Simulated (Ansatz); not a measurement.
Input and output for BCl3.

```yaml
crystal:
  periodic: [false, false, false]
  atoms:
    - {symbol: B, position_ang: [-0.000001, -0.000004, 0.000001]}
    - {symbol: Cl, position_ang: [1.747487, -0.027938, 0.013407]}
    - {symbol: Cl, position_ang: [-0.849453, 1.527351, -0.017447]}
    - {symbol: Cl, position_ang: [-0.898033, -1.499410, 0.004038]}
basis:
  gaussian: {orbitals: def2-mTZVPP, fitting: {mean_field: def2-universal-jkfit}}
hamiltonian: {xc: {name: rPW86-PBE}, dispersion: d3bjatm}
scf: {omitted_lower_state_checks: [starts]}
```

```sh
$ ansatz run in.yaml --threads 2 --pin off --events-out ev --progress --plain --max-ram 4352MiB
```

It prints (some lines left out):

```
Functional definition: rPW86-PBE
459 factors; integrals over basis functions are off by at most 1.1e-1 eV
mean field evaluation 1: about -38279.7566 eV, gradient 2.1e1 eV
mean field evaluation 2: about -38278.2416 eV, gradient 3.1e1 eV
mean field evaluation 4: about -38280.9293 eV, gradient 5.2e-1 eV
mean field evaluation 8: about -38280.9311 eV, gradient 1.7e-3 eV
mean field -38280.93112745 eV, -1406.7982711868 hartree, gradient 5.9e-5 eV, S^2 0.000000; 0 other end points of the search recorded, 0 dependent functions left out
reference -38280.93121714 eV, -1406.7982744827 hartree; 28, 28 occupied and 72, 72 virtual orbitals, 459 factors
Total energy: -38281.05597828 eV, -1406.8028593700 hartree
Checks for a lower state left out: starts
```

It took 1.9 s on 2 threads of Intel Xeon Platinum 8259CL on a shared host.
